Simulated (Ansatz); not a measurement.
`F[CH](F)[GeH2][SiH3]` + `C#CF` → `FC#[C][GeH2][SiH3]` + `FCF`  (formal exchange of groups at a Ge–C bond)

Gas-phase electronic energies from Ansatz, PBE0-D4/def2-TZVP geometries. CCSD(T)/CBS adds triple-zeta CCSD(T) − MP2 to the extrapolated MP2 energy (def2 sets, frozen cores). This one scheme is used for every species. Functionals use def2-TZVPP. B3LYP here is the variant with VWN-RPA as its local correlation; programs differ in this. For Ge outer-core shells are correlated without core-valence functions, which leaves a few kJ/mol of doubt a bond. Scalar relativity is left out up to krypton. One conformer a species, not always the lowest.

| level | ΔE (kJ/mol) |
| --- | --- |
| B3LYP-D4 | -55.1 |
| HF/CBS(def2) | -75.5 |

(1) What does CCSD(T)/CBS give? (Best estimate.)

Largest T1 diagnostic among the species: 0.013.

Answers

(1) Ansatz gave: -60.5 kJ/mol. The listed levels differ from it by 5.4, -15.0 kJ/mol.

In def2-TZVPP, CCSD(T) changes the Hartree–Fock value by +10.7 kJ/mol (the triples alone add +0.7 kJ/mol) and MP2 by +4.7 kJ/mol. From PBE to PBE0 (25 % exact exchange), in def2-TZVPP and without D4, ΔE moves by −6.9 kJ/mol.
